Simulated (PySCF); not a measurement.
methyl(prop-1-en-2-yl)silane (C4H10Si), SMILES CC([SiH2]C)=C. Atoms are numbered in the order given.

```xyz
15

C     -1.0387    -1.5724     0.9254
C     -0.8017    -0.3949     0.3060
C     -1.8677     0.3240    -0.4850
Si     0.9147     0.3946     0.4112
C      1.6783     0.6103    -1.3079
H     -2.0300    -2.0609     0.8792
H     -0.2594    -2.0960     1.5037
H     -1.5628     0.4604    -1.5454
H     -2.0467     1.3451    -0.0835
H     -2.8329    -0.2232    -0.4761
H      0.8007     1.7537     1.0608
H      1.7936    -0.4745     1.2726
H      1.7830    -0.3693    -1.8163
H      1.0453     1.2627    -1.9432
H      2.6826     1.0750    -1.2394
```

Geometry optimised at PBE-D3(BJ)/def2-SVP. The values are those of a single conformer.

Computed with PBE/def2-TZVP (PySCF).

ESP charges are fitted to the potential on shells at 1.4 to 2.0 van der Waals radii. Atomic charges (e):

```tsv
atom	IAO	ESP fit	Mulliken
C1	-0.31	-0.61	-0.29
C2	-0.23	0.24	0.03
C3	-0.42	-0.54	-0.37
Si4	0.72	0.41	0.19
C5	-0.72	-0.56	-0.48
H6	0.14	0.22	0.10
H7	0.15	0.20	0.12
H8	0.15	0.15	0.13
H9	0.15	0.14	0.13
H10	0.14	0.15	0.11
H11	-0.12	-0.12	-0.04
H12	-0.12	-0.12	-0.04
H13	0.16	0.14	0.14
H14	0.15	0.14	0.13
H15	0.16	0.15	0.14
```

Computed Mayer and Wiberg (Löwdin basis) orders of the bonds:
| bond | Mayer | Wiberg |
|---|---|---|
| C1–C2 | 1.86 | 2.07 |
| C2–C3 | 0.95 | 1.28 |
| C2–Si4 | 1.00 | 1.03 |
| Si4–C5 | 1.00 | 1.23 |
| C1–H6 | 0.93 | 0.88 |
| C1–H7 | 0.95 | 0.89 |
| C3–H8 | 0.95 | 0.89 |
| C3–H9 | 0.95 | 0.89 |
| C3–H10 | 0.96 | 0.89 |
| Si4–H11 | 0.93 | 0.91 |
| Si4–H12 | 0.94 | 0.90 |
| C5–H13 | 0.94 | 0.90 |
| C5–H14 | 0.95 | 0.90 |
| C5–H15 | 0.95 | 0.90 |
